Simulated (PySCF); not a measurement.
Species: C₂H₅B₂N.
InChI=1S/C2H5B2N/c1-2-4-5-3/h1,4-5H,3H2

Method used: MP2 and CCSD/aug-cc-pVDZ in PySCF, restricted Hartree–Fock reference, 5 core orbitals frozen, non-relativistic, gas phase, PBE0-D3(BJ)/def2-SVP geometry.

E(HF) = -182.49786 Eh.

Problem. How large is the problem?

Solution. 160 basis functions and 34 electrons; 5 orbitals frozen, which leaves o = 12 correlated occupied and v = 143 virtual orbitals. That is o·v = 1716 singles and o·v(o·v + 1)/2 = 1473186 distinct closed-shell doubles amplitudes before symmetry; the costliest CCSD step grows as o²v⁴ = 6.0 × 10^10.

Problem. What are the MP2 and CCSD correlation energies?

Solution. MP2 -0.5986 Eh and CCSD -0.6407 Eh, which gives totals of -183.09643 and -183.13854 Eh. That is 0.726 eV for each correlated electron at CCSD (1682 kJ/mol in all, 0.350 % of the total energy); MP2 gives 93.4 % of the CCSD value.

Problem. What is the T1 diagnostic?

Solution. 0.0131, below the customary warning level of 0.02. It is the norm of the spatial-orbital singles amplitudes over the root of the number of correlated electrons, so the norm is 0.064.

Problem. How does correlation change the dipole moment?

Solution. HF gives 1.48 D and CCSD (unrelaxed density) 1.59 D, a change of +0.11 D.

Connected triples and the basis-set limit are missing.

The job also held the EOM ionisation roots. On one thread of an x86-64 server, no GPU (shared host), this took 2.9 min wall.

Shape of the structure used: `[BH2:1][NH:2][BH:3][C:4]#[CH:5]`: B1–N2–B3–C4 180°.

One conformer stands for the species.
